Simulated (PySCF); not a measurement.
**`C#CC=C=C(C#C)C#N`, C$_{8}$H$_{3}$N**

Geometry:
| atom | x (Å) | y (Å) | z (Å) |
| --- | --- | --- | --- |
| C1 | 1.266 | -2.094 | -2.515 |
| C2 | 0.900 | -1.806 | -1.396 |
| C3 | 0.480 | -1.502 | -0.071 |
| C4 | -0.056 | -0.361 | 0.294 |
| C5 | -0.598 | 0.787 | 0.676 |
| C6 | 0.188 | 1.888 | 1.145 |
| C7 | 0.834 | 2.832 | 1.544 |
| C8 | -2.030 | 0.947 | 0.625 |
| N9 | -3.180 | 1.082 | 0.588 |
| H10 | 1.587 | -2.342 | -3.510 |
| H11 | 0.614 | -2.278 | 0.698 |
| H12 | 1.411 | 3.667 | 1.897 |

Computed with TDDFT CAM-B3LYP/aug-cc-pVDZ excited states, vertical, gas phase in PySCF. Geometry: PBE0-D3(BJ)/def2-SVP.

(1) Give the one- and two-photon strengths of the lowest singlets.

## Answers

(1) δ for parallel linear polarisation; σ at the peak of a Lorentzian of half width 0.1 eV, single beam; Ω is circular over linear.
```csv
state,E (eV),f,photon λ (nm),δ (au),σ (GM),Ω,main
S1,4.62,0.000,537,<0.1,0.00,–,HOMO−1→LUMO 0.87
S2,4.96,0.000,500,0.25,0.00,1.47,HOMO→LUMO+1 0.87
S3,5.35,0.548,463,70.7,0.74,0.83,HOMO→LUMO 0.81
S4,5.39,0.009,460,0.94,0.01,0.89,HOMO−2→LUMO+1 0.85
S5,5.51,0.000,450,1.6,0.02,0.92,"HOMO−3→LUMO 0.75, HOMO−2→LUMO 0.10"
S6,5.58,0.214,445,67.9,0.77,0.72,HOMO−1→LUMO+1 0.74
```
